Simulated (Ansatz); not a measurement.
Compare A (`BN(B)CC`) with its isomer B (`BCN(B)C`).

Computed with Ansatz on PBE0-D4/def2-TZVP structures; ΔE is electronic, products minus reactants. CCSD(T)/CBS adds triple-zeta CCSD(T) − MP2 to the extrapolated MP2 energy (def2 sets, frozen cores). DFT in def2-TZVPP. B3LYP here is the variant with VWN-RPA as its local correlation; programs differ in this. Each species was taken in one conformer, which may not be the lowest.

A:

```xyz
14

B     0.553   -0.067   -1.742
N     0.604    0.187   -0.347
B     1.788   -0.052    0.396
C    -0.596    0.677    0.342
C    -1.461   -0.462    0.841
H    -0.464    0.152   -2.337
H     1.523   -0.490   -2.293
H     1.795    0.179    1.572
H     2.752   -0.474   -0.165
H    -0.284    1.306    1.179
H    -1.163    1.304   -0.349
H    -0.907   -1.090    1.543
H    -2.349   -0.079    1.351
H    -1.789   -1.091    0.009
```

B:

```xyz
14

B     1.474    0.267    1.479
C     0.979    0.118    0.019
N    -0.425   -0.149   -0.224
B    -1.201   -0.917    0.630
C    -0.907    0.350   -1.493
H     2.650    0.201    1.690
H     0.729    0.566    2.362
H     1.613   -0.532   -0.598
H     1.231    1.140   -0.344
H    -2.342   -1.135    0.343
H    -0.706   -1.358    1.628
H    -0.323   -0.065   -2.323
H    -0.823    1.442   -1.542
H    -1.951    0.072   -1.627
```

Question: Which is lower in electronic energy at CCSD(T)/CBS, and by how much? (Best estimate.)

Answer: Computed: A, by 32.4 kcal/mol.

Question: Give E(B) − E(A) in kcal/mol with r2SCAN-D4, HF/def2-TZVPP, CCSD(T)/def2-TZVPP, MP2/def2-TZVPP, B3LYP-D4, CCSD/def2-TZVPP, PBE0-D4. (Estimate.)

Answer: Ansatz gave: r2SCAN-D4 31.2, HF/def2-TZVPP 34.2, CCSD(T)/def2-TZVPP 32.4, MP2/def2-TZVPP 33.5, B3LYP-D4 31.6, CCSD/def2-TZVPP 32.6, PBE0-D4 30.9. None reverses the order clearly.

Largest T1 diagnostic: 0.013.

From PBE to PBE0 (25 % exact exchange), in def2-TZVPP and without D4, E(B) − E(A) moves by +1.1 kcal/mol. In def2-TZVPP, CCSD(T) changes the Hartree–Fock value by −1.8 kcal/mol (the triples alone add −0.1 kcal/mol) and MP2 by −0.8 kcal/mol.
